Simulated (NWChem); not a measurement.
System meant: CH8OSi2; SMILES C[SiH2][SiH2]O

The following NWChem deck was run.

```
start job
memory heap 200 mb stack 900 mb global 1100 mb
geometry units angstroms noautoz
  C      1.023158    -2.008316    -0.318118
  Si    -0.491269    -1.046543     0.298644
  Si    -0.491966     1.219500    -0.347335
  O      0.787351     2.092693     0.302527
  H      0.996753    -3.044602     0.036468
  H      1.952421    -1.551332     0.039086
  H      1.057553    -2.025887    -1.412918
  H     -1.741660    -1.681349    -0.218755
  H     -0.556416    -1.124940     1.791062
  H     -0.321058     1.346127    -1.819074
  H     -1.811233     1.825709     0.017170
  H      0.842870     2.104440     1.268146
end
basis spherical
  C library def2-svp
  Si library def2-svp
  O library def2-svp
  H library def2-svp
end
dft
  odft
  mult 2
  xc xpbe96 cpbe96
  iterations 150
  mulliken
end
task dft energy
```

End of the output:

```
 ==============================================================================
                                 internuclear angles
 ------------------------------------------------------------------------------
        center 1       |       center 2       |       center 3       |  degrees
 ------------------------------------------------------------------------------
    2 Si               |   1 C                |   5 H                |   110.80
    2 Si               |   1 C                |   6 H                |   111.08
    2 Si               |   1 C                |   7 H                |   110.98
    5 H                |   1 C                |   6 H                |   108.03
    5 H                |   1 C                |   7 H                |   108.00
    6 H                |   1 C                |   7 H                |   107.81
    1 C                |   2 Si               |   3 Si               |   113.49
    1 C                |   2 Si               |   8 H                |   109.87
    1 C                |   2 Si               |   9 H                |   109.42
    3 Si               |   2 Si               |   8 H                |   108.26
    3 Si               |   2 Si               |   9 H                |   108.90
    8 H                |   2 Si               |   9 H                |   106.66
    2 Si               |   3 Si               |   4 O                |   113.18
    2 Si               |   3 Si               |  10 H                |   110.68
    2 Si               |   3 Si               |  11 H                |   108.84
    4 O                |   3 Si               |  10 H                |   104.54
    4 O                |   3 Si               |  11 H                |   111.50
   10 H                |   3 Si               |  11 H                |   107.93
    3 Si               |   4 O                |  12 H                |   115.86
 ------------------------------------------------------------------------------
                            number of included internuclear angles:         19
 ==============================================================================

 Summary of "ao basis" -> "" (spherical)
 ------------------------------------------------------------------------------
       Tag                 Description            Shells   Functions and Types
 ---------------- ------------------------------  ------  ---------------------
 C                          def2-svp                 6       14   3s2p1d
 Si                         def2-svp                 8       18   4s3p1d
 O                          def2-svp                 6       14   3s2p1d
 H                          def2-svp                 3        5   2s1p

  pbe96 is a nonlocal functional; adding pw91lda local functional.

                                 NWChem DFT Module
                                 -----------------

 Summary of "ao basis" -> "ao basis" (spherical)
 ------------------------------------------------------------------------------
       Tag                 Description            Shells   Functions and Types
 ---------------- ------------------------------  ------  ---------------------
 C                          def2-svp                 6       14   3s2p1d
 Si                         def2-svp                 8       18   4s3p1d
 O                          def2-svp                 6       14   3s2p1d
 H                          def2-svp                 3        5   2s1p

  number of electrons :                   50
  multiplicity        :                    2
 ------------------------------------------------------------------------
  no. of electrons and multiplicity not compatible                  50
 ------------------------------------------------------------------------
 ------------------------------------------------------------------------
  current input line :
    30: task dft energy
 ------------------------------------------------------------------------
 ------------------------------------------------------------------------
 There is an error in the input file
 ------------------------------------------------------------------------
 For more information see the NWChem manual at https://nwchemgit.github.io

0: no. of electrons and multiplicity not compatible:Received an Error in Communication
```

Q: Find the fault in this run and fix the input.

A: The program refused the input. Cause: the multiplicity doesn't fit the number of electrons (an even count wants an odd multiplicity, and the reverse). This input runs:
```
start job
memory heap 200 mb stack 900 mb global 1100 mb
geometry units angstroms noautoz
  C      1.023158    -2.008316    -0.318118
  Si    -0.491269    -1.046543     0.298644
  Si    -0.491966     1.219500    -0.347335
  O      0.787351     2.092693     0.302527
  H      0.996753    -3.044602     0.036468
  H      1.952421    -1.551332     0.039086
  H      1.057553    -2.025887    -1.412918
  H     -1.741660    -1.681349    -0.218755
  H     -0.556416    -1.124940     1.791062
  H     -0.321058     1.346127    -1.819074
  H     -1.811233     1.825709     0.017170
  H      0.842870     2.104440     1.268146
end
basis spherical
  C library def2-svp
  Si library def2-svp
  O library def2-svp
  H library def2-svp
end
dft
  xc xpbe96 cpbe96
  iterations 150
  mulliken
end
task dft energy
```
It converges to -696.43722 Ha (PBE/def2-SVP).
